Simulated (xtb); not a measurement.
xtb input (GFN-FF):

```bash
xtb mol.xyz --gfnff --opt tight --chrg 0 --uhf 0
```
mol.xyz:
```
15

N      1.81267979     1.38735792     0.21559423
C      1.51129192     0.20440755    -0.59614554
Ge     0.01007893    -0.80741868     0.20802107
C     -1.51923045     0.43154383     0.43230082
N     -1.84332572     1.06767278    -0.84810142
H      2.59485457     1.90762798    -0.16489171
H      1.02484709     2.02199506     0.25670404
H      1.27412101     0.41500438    -1.64793528
H      2.38302026    -0.45210745    -0.59459855
H      0.42997317    -1.36324733     1.58379970
H     -0.38838440    -1.96840911    -0.72544113
H     -2.37532676    -0.16421453     0.75338601
H     -1.29340178     1.12956900     1.24999575
H     -1.07033113     1.62171020    -1.19545799
H     -2.63974529     1.68854644    -0.76161653
```

End of the output:

```
         :::::::::::::::::::::::::::::::::::::::::::::::::::::
         ::                     SUMMARY                     ::
         :::::::::::::::::::::::::::::::::::::::::::::::::::::
         :: total energy              -1.894823252227 Eh    ::
         :: gradient norm              0.000082449619 Eh/a0 ::
         ::.................................................::
         :: bond energy               -1.961426668177 Eh    ::
         :: angle energy               0.020630561430 Eh    ::
         :: torsion energy             0.000316776927 Eh    ::
         :: repulsion energy           0.097990524353 Eh    ::
         :: electrostat energy        -0.044194475891 Eh    ::
         :: dispersion energy         -0.007164148804 Eh    ::
         :: HB energy                 -0.000084330669 Eh    ::
         :: XB energy                  0.000000000000 Eh    ::
         :: bonded atm energy         -0.000891491396 Eh    ::
         :: external energy            0.000000000000 Eh    ::
         :: add. restraining           0.000000000000 Eh    ::
         :: total charge              -0.000000000000 e     ::
         :::::::::::::::::::::::::::::::::::::::::::::::::::::
Note: The following floating-point exceptions are signalling: IEEE_UNDERFLOW_FLAG IEEE_DENORMAL
normal termination of xtb

           -------------------------------------------------
          |                Property Printout                |
           -------------------------------------------------

molecular dipole:
                 x           y           z       tot (Debye)
 q only:        0.001       0.070      -0.019       0.184
           -------------------------------------------------
          |                Geometry Summary                 |
           -------------------------------------------------

      molecular mass/u    :      134.7418359
   center of mass at/Å    :        0.0004501      -0.0632182       0.0135088
  moments of inertia/u·Å² :        0.1336542E+03   0.2159322E+03   0.3020933E+03
rotational constants/cm⁻¹ :        0.1261287E+00   0.7806908E-01   0.5580273E-01

 * 14 selected distances

     #   Z          #   Z                                           value/Å
     1   7 N        2   6 C                                       1.4455797
     2   6 C        3  32 Ge                                      1.9671366 (max)
     3  32 Ge       4   6 C                                       1.9670302
     4   6 C        5   7 N                                       1.4455743
     1   7 N        6   1 H                                       1.0144134
     1   7 N        7   1 H                                       1.0140495
     2   6 C        8   1 H                                       1.0920557
     2   6 C        9   1 H                                       1.0909244
     3  32 Ge      10   1 H                                       1.5336354
     3  32 Ge      11   1 H                                       1.5336676
     4   6 C       12   1 H                                       1.0909037
     4   6 C       13   1 H                                       1.0920400
     5   7 N       14   1 H                                       1.0140322 (min)
     5   7 N       15   1 H                                       1.0144024

 * 5 distinct bonds (by element types)

   Z      Z             #   av. dist./Å        max./Å        min./Å
   1 H    6 C           4     1.0914810     1.0920557     1.0909037
   1 H    7 N           4     1.0142244     1.0144134     1.0140322
   6 C    7 N           2     1.4455770     1.4455797     1.4455743
   1 H   32 Ge          2     1.5336515     1.5336676     1.5336354
   6 C   32 Ge          2     1.9670834     1.9671366     1.9670302

optimized geometry written to: xtbopt.xyz

           -------------------------------------------------
          | TOTAL ENERGY               -1.894823252227 Eh   |
          | GRADIENT NORM               0.000082449619 Eh/α |
           -------------------------------------------------
########################################################################
[WARNING] Runtime exception occurred
-1- gfnff_setup: Could not read topology file.
########################################################################

------------------------------------------------------------------------
------------------------------------------------------------------------
 total:
 SCF:
 ANC optimizer:
```
